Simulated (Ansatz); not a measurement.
The same path of H₆N₃Sc (10 atoms, charge 0, multiplicity 1) was run twice with different band settings. The coordinate that changes most is the dihedral N1–Sc2–N4–H9.

Computed with Ansatz, RHF/def2-SVP.

Relaxed end points:

```xyz
10
Properties=species:S:1:pos:R:3
N -1.547 0.589 -1.136
Sc 0.000 0.000 0.001
N 0.295 -1.954 0.360
N 1.252 1.365 0.777
H -2.233 -0.004 -1.574
H -1.788 1.535 -1.380
H 1.033 -2.360 0.910
H -0.266 -2.718 0.024
H 1.199 2.363 0.662
H 2.054 1.185 1.357
```

```xyz
10
Properties=species:S:1:pos:R:3
N -1.547 0.589 -1.136
Sc 0.000 0.000 0.000
N 0.295 -1.953 0.359
N 1.252 1.364 0.777
H -2.233 -0.003 -1.574
H -1.788 1.535 -1.380
H 1.033 -2.360 0.910
H -0.266 -2.718 0.023
H 2.054 1.183 1.357
H 1.200 2.363 0.663
```

Common settings: spring 5.0 eV/Å²; optimiser quadratic models (default); start path IDPP; force threshold 0.05 eV/Å; iteration limit 60; end points relaxed.

| run | movable images | climbing image |
| --- | --- | --- |
| 1 | 5 | yes |
| 2 | 3 | no |

Question: What does each run give, and how far can it be trusted?

Answer: Run 1: converged after 9 iterations, highest image 0.155 eV above the first end. A vibrational analysis at the climbing image gives one clearly imaginary mode, 260i cm⁻¹: a first-order saddle point.
Run 2: converged after 6 iterations, highest image 0.156 eV above the first end. No image climbed, so the highest image needn't sit at the top of the path. So few images can step over the top or miss a turn of the path.
